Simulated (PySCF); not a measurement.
I: excitation energy

I [Kr] 4d10 5s2 5p5 (2P) → I [Kr] 4d10 5s2 5p4 6s1 (4P), as a difference of total energies. Computed with PySCF 2.14 in aug-cc-pVTZ-PP with ECP28MDF (6s5p4d2f, 55 functions), with a scalar-relativistic core potential. Correlated levels: valence: 4s2 4p6 4d10 frozen. The calculations carry no spin-orbit coupling.

| method | excitation energy (eV) |
| --- | --- |
| UHF | 6.496 |
| LDA | 7.011 |
| PBE | 6.862 |
| PBE0 | 6.984 |
| r2SCAN | 7.113 |
| B2PLYP | 7.023 |
| BP86 | 6.923 |
| M06 | 7.081 |
| wB97X | 7.487 |
| MP2 (valence) | 6.862 |
| SCS-MP2 (valence) | 6.978 |

**Question.** How much does correlation contribute at MP2 (valence)?

**Answer.** 6.862 − (6.496) = 0.366 eV, measured against UHF.

The promoted electron is Rydberg-like, and one or two diffuse shells describe it only roughly, which tends to raise the upper state.
